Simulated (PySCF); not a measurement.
Level of theory: PySCF 2.14.0 with PBE-D3(BJ)/def2-TZVP // CAM-B3LYP-D3(BJ)/def2-TZVP. Isolated molecules, 0 K electronic values unless said otherwise. One relaxed conformer stands for a flexible species; it need not be the lowest. 

Reference species (SMILES): `[SH][In]([SH])[SH]` (neutral, multiplicity 1).

```
Quantity    Result
--------  --------
HOMO      -6.39 eV
LUMO      -2.57 eV
```

Changed species: `[InH3]` (3 of 3 SH replaced by H; the reference has 0 of 3 SH replaced by H).

Question: Give the shifts of the HOMO and LUMO.

Answer: the HOMO decreases by 0.61 eV, to -7.00 eV; the LUMO decreases by 0.07 eV, to -2.64 eV.
